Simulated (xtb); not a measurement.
HBN, doublet, from a rough starting geometry; GFN2-xTB (xtb 6.7.1).

Here is a job for xtb.
```
$ xtb mol.xyz --gfn 2 --uhf 1 --opt vtight --json

# file mol.xyz
3

B     -0.05109576    -0.00449200    -0.02297973
N      1.19335998    -0.02497381    -0.00856401
H     -1.19299281     0.02482007    -0.03234865
```

### Question
Write the output that xtb gives for this input, abridged.

### Answer

```
   ID    Z sym.   atoms
    1    5 B      1
    2    7 N      2
    3    1 H      3

           -------------------------------------------------
          |                Calculation Setup                |
           -------------------------------------------------

           -------------------------------------------------
          |                 G F N 2 - x T B                 |
           -------------------------------------------------

          ...................................................
          :                      SETUP                      :
          :.................................................:
          :  # basis functions                   9          :
          :  # atomic orbitals                   9          :
          :  # shells                            5          :
          :  # electrons                         9          :
          :  max. iterations                   250          :
          :  Hamiltonian                  GFN2-xTB          :
          :  restarted?                      false          :
          :  GBSA solvation                  false          :
          :  PC potential                    false          :
          :  electronic temp.          300.0000000     K    :
          :  accuracy                    1.0000000          :
          :  -> integral cutoff          0.2500000E+02      :
          :  -> integral neglect         0.1000000E-07      :
          :  -> SCF convergence          0.1000000E-05 Eh   :
          :  -> wf. convergence          0.1000000E-03 e    :
          :  Broyden damping             0.4000000          :
          :  net charge                          0          :
          :  unpaired electrons                  1          :
          ...................................................

 iter      E             dE          RMSdq      gap      omega  full diag
   1     -4.5838758 -0.458388E+01  0.172E+01    6.37       0.0  T
   2     -4.5459073  0.379684E-01  0.910E+00    7.52       1.0  T
   3     -4.2195763  0.326331E+00  0.121E+01    5.42       1.0  T
   4     -4.6258979 -0.406322E+00  0.273E+00    6.68       1.0  T
   5     -4.6290645 -0.316664E-02  0.166E+00    6.84       1.0  T
   6     -4.6280741  0.990388E-03  0.797E-01    7.02       1.0  T
   7     -4.6288385 -0.764397E-03  0.517E-01    6.98       1.0  T
   8     -4.6284638  0.374707E-03  0.516E-01    6.83       1.0  T
   9     -4.6292321 -0.768265E-03  0.214E-01    6.95       1.0  T
  10     -4.6293347 -0.102613E-03  0.966E-02    6.94       1.0  T
  11     -4.6293624 -0.276499E-04  0.191E-02    6.92       3.0  T
  12     -4.6293633 -0.951294E-06  0.163E-02    6.92       3.5  T
  13     -4.6293634 -0.776900E-07  0.395E-03    6.92      14.6  T
  14     -4.6293634 -0.140088E-08  0.729E-04    6.92      79.1  T
  15     -4.6293634 -0.276463E-09  0.604E-05    6.92     956.1  T

   *** convergence criteria satisfied after 15 iterations ***

         :::::::::::::::::::::::::::::::::::::::::::::::::::::
         ::                     SUMMARY                     ::
         :::::::::::::::::::::::::::::::::::::::::::::::::::::
         :: total energy              -4.548263317735 Eh    ::
         :: gradient norm              0.016078177306 Eh/a0 ::
         :: HOMO-LUMO gap              6.920290393081 eV    ::
         ::.................................................::
         :: SCC energy                -4.629363382763 Eh    ::
         :: -> isotropic ES            0.023873215591 Eh    ::
         :: -> anisotropic ES          0.004206033329 Eh    ::
         :: -> anisotropic XC          0.002221448290 Eh    ::
         :: -> dispersion             -0.000553234347 Eh    ::
         :: repulsion energy           0.081100065028 Eh    ::
         :: add. restraining           0.000000000000 Eh    ::
         :: total charge               0.000000000000 e     ::
         :::::::::::::::::::::::::::::::::::::::::::::::::::::

[...]
 * total energy  :    -4.5482633 Eh     change       -0.1053380E-11 Eh
 * total energy  :    -4.5483345 Eh     change       -0.7121782E-04 Eh
 * total energy  :    -4.5483352 Eh     change       -0.6904510E-06 Eh
 * total energy  :    -4.5483356 Eh     change       -0.3731787E-06 Eh
 * total energy  :    -4.5483360 Eh     change       -0.3913293E-06 Eh
 * total energy  :    -4.5483360 Eh     change       -0.1872839E-07 Eh
   *** GEOMETRY OPTIMIZATION CONVERGED AFTER 6 ITERATIONS ***
[...]
         ::                     SUMMARY                     ::
         :::::::::::::::::::::::::::::::::::::::::::::::::::::
         :: total energy              -4.548336009316 Eh    ::
         :: gradient norm              0.000056409547 Eh/a0 ::
         :: HOMO-LUMO gap              6.995022610891 eV    ::
         ::.................................................::
         :: SCC energy                -4.632496652759 Eh    ::
         :: -> isotropic ES            0.023885356729 Eh    ::
         :: -> anisotropic ES          0.004223673738 Eh    ::
         :: -> anisotropic XC          0.002297864382 Eh    ::
         :: -> dispersion             -0.000552456166 Eh    ::
         :: repulsion energy           0.084160643443 Eh    ::
         :: add. restraining           0.000000000000 Eh    ::
         :: total charge               0.000000000000 e     ::
         :::::::::::::::::::::::::::::::::::::::::::::::::::::

           -------------------------------------------------
          |                Property Printout                |
           -------------------------------------------------

    * Orbital Energies and Occupations

         #    Occupation            Energy/Eh            Energy/eV
      -------------------------------------------------------------
         1        2.0000           -0.5838561             -15.8875
         2        2.0000           -0.4917395             -13.3809
         3        1.9738           -0.4294184             -11.6851
         4        1.9738           -0.4294184             -11.6851
         5        1.0524           -0.4232330             -11.5168 (HOMO)
         6                         -0.1661707              -4.5217 (LUMO)
         7                         -0.1661707              -4.5217
         8                          0.2063597               5.6153
         9                          1.0263791              27.9292
      -------------------------------------------------------------
                  HL-Gap            0.2570624 Eh            6.9950 eV
             Fermi-level           -0.3603427 Eh           -9.8054 eV

     #   Z          covCN         q      C6AA      α(0)
     1   5 B        1.787     0.245    36.754    12.773
     2   7 N        0.841    -0.245    26.793     7.525
     3   1 H        0.946    -0.000     3.060     2.734

 Mol. C6AA /au·bohr⁶  :        165.361943
 Mol. C8AA /au·bohr⁸  :       4621.076979
 Mol. α(0) /au        :         23.032900

Wiberg/Mayer (AO) data.
largest (>0.10) Wiberg bond orders for each atom

 ---------------------------------------------------------------------------
     #   Z sym  total        # sym  WBO       # sym  WBO       # sym  WBO
 ---------------------------------------------------------------------------
     1   5 B    3.448 --     2 N    2.548     3 H    0.900
     2   7 N    2.632 --     1 B    2.548
     3   1 H    0.984 --     1 B    0.900
 ---------------------------------------------------------------------------

Topologies differ in total number of bonds
Writing topology from bond orders to xtbtopo.mol

molecular dipole:
                 x           y           z       tot (Debye)
 q only:       -0.572       0.012      -0.006
   full:       -0.812       0.017      -0.008       2.064
molecular quadrupole (traceless):
                xx          xy          yy          xz          yz          zz
 q only:       -1.238       0.042       0.618       0.016      -0.000       0.620
  q+dip:        1.141      -0.031      -0.571       0.066      -0.001      -0.570
   full:       -1.018       0.036       0.508       0.033      -0.001       0.510

optimized geometry written to: xtbopt.xyz

           -------------------------------------------------
          | TOTAL ENERGY               -4.548336009316 Eh   |
          | GRADIENT NORM               0.000056409547 Eh/α |
          | HOMO-LUMO GAP               6.995022610891 eV   |
           -------------------------------------------------
```
